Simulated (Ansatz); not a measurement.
Consider the ligand exchange at the Sn–I bond: `[Cl][SnH2][I]` + `N=C=O` → `O=C=[N][SnH2][Cl]` + HI.

Program: Ansatz. Geometries: PBE0-D4/def2-TZVP. ΔE: electronic, gas phase. CBS: MP2 limit from def2 TZ/QZ plus the TZ coupled-cluster correction, frozen cores. This one scheme is used for every species. Functionals use def2-TZVPP. B3LYP here is the variant with VWN-RPA as its local correlation; programs differ in this. Elements past krypton have def2 core potentials. For I, Sn outer-core shells are correlated without core-valence functions, which leaves a few kJ/mol of doubt a bond. One conformer a species, not always the lowest.

`[Cl][SnH2][I]`:

```xyz
5

Cl   -0.357   -1.764   -1.311
Sn    0.088   -0.065    0.209
I    -0.577    2.243   -0.945
H    -0.917   -0.328    1.552
H     1.762   -0.085    0.495
```

`N=C=O`:

Cartesian coordinates in Å:
```
N -0.266 -0.252 -0.672
C -0.042 -0.009 0.490
O 0.065 0.139 1.636
H 0.242 0.122 -1.453
```

`O=C=[N][SnH2][Cl]`:

```xyz
7

O     2.085   -0.547   -2.085
C     1.208   -0.060   -1.493
N     0.299    0.497   -0.935
Sn   -0.783    0.243    0.737
Cl    0.061   -1.641    1.793
H    -0.495    1.587    1.726
H    -2.375   -0.079    0.257
```

HI:

Cartesian coordinates in Å:
```
I 0.067 0.115 -0.794
H -0.067 -0.115 0.794
```

(1) Is it downhill or uphill in electronic energy at CCSD(T)/CBS, and by how much? (Best estimate.)

(2) What do these levels give: LDA (SPW92), B3LYP-D4, B3LYP, r2SCAN0, BHLYP, LC-ωPBE, CCSD(T)/def2-SVP, HF/def2-TZVPP, MP2/def2-TZVPP, CCSD/def2-TZVPP, HF/def2-QZVPP, MP2/CBS(def2)? (Estimate.)

Largest T1 diagnostic among the species: 0.018.

## Answers

(1) The calculation gave: Uphill: ΔE = +15.5 kcal/mol.

(2) Ansatz gave: LDA (SPW92) 17.0, B3LYP-D4 15.5, B3LYP 15.6, r2SCAN0 16.5, BHLYP 14.9, LC-ωPBE 14.2, CCSD(T)/def2-SVP 13.4, HF/def2-TZVPP 13.6, MP2/def2-TZVPP 13.6, CCSD/def2-TZVPP 12.1, HF/def2-QZVPP 13.7, MP2/CBS(def2) 17.1 kcal/mol.

At CCSD(T), def2-SVP lies −2.1 kcal/mol from the extrapolated value and def2-TZVPP −3.4 kcal/mol. From BLYP to BHLYP (50 % exact exchange), in def2-TZVPP and without D4, ΔE moves by −0.8 kcal/mol. Leaving LDA and LC-ωPBE aside and taking each functional with its dispersion term where it has one, the values, not all of them listed here, spread over 3.3 kcal/mol, from B97M-V to PBE-D4.
